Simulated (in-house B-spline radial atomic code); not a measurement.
# Binding energies in the titanium ion Ti⁺

NIST's tabulated ground configuration is [Ar] 3d2 4s1; each binding energy is the energy of the ion with one electron taken from that subshell, relaxed, less that of the parent. Computed with a radial B-spline atomic code at the basis-set limit: Dirac-Hartree-Fock, average of configuration, Fermi nucleus of rms radius 3.5921 fm. Energies include first-order Breit, QED and recoil terms.

```json
{"subshell": "2p1/2", "X-ray name": "L2", "binding energy (eV)": "480.6", "-ε (eV)": "496.3", "relaxation (eV)": "15.3"}
{"subshell": "2p3/2", "X-ray name": "L3", "binding energy (eV)": "475", "-ε (eV)": "490.4", "relaxation (eV)": "15.1"}
{"subshell": "3p1/2", "X-ray name": "M2", "binding energy (eV)": "53.69", "-ε (eV)": "56.75", "relaxation (eV)": "3.03"}
{"subshell": "3p3/2", "X-ray name": "M3", "binding energy (eV)": "53.04", "-ε (eV)": "56.04", "relaxation (eV)": "2.98"}
{"subshell": "3d", "X-ray name": "M4,5", "binding energy (eV)": "16.3", "-ε (eV)": "18.02", "relaxation (eV)": "1.73"}
{"subshell": "4s", "X-ray name": "N1", "binding energy (eV)": "12.72", "-ε (eV)": "12.78", "relaxation (eV)": "0.06"}
```

Relaxation = -ε minus the binding energy without Breit, QED and recoil terms.

Question: What does it cost to remove two 3p1/2 electrons?

Answer: 125.38 eV, which is 18.01 eV more than the two single binding energies together.

Question: What does it cost to remove both a 3p1/2 and a 4s electron?

Answer: 75.767 eV, which is 9.367 eV more than the two single binding energies together.

Question: What does it cost to remove both a 2p3/2 and a 4s electron?

Answer: 497.45 eV, which is 9.704 eV more than the two single binding energies together.
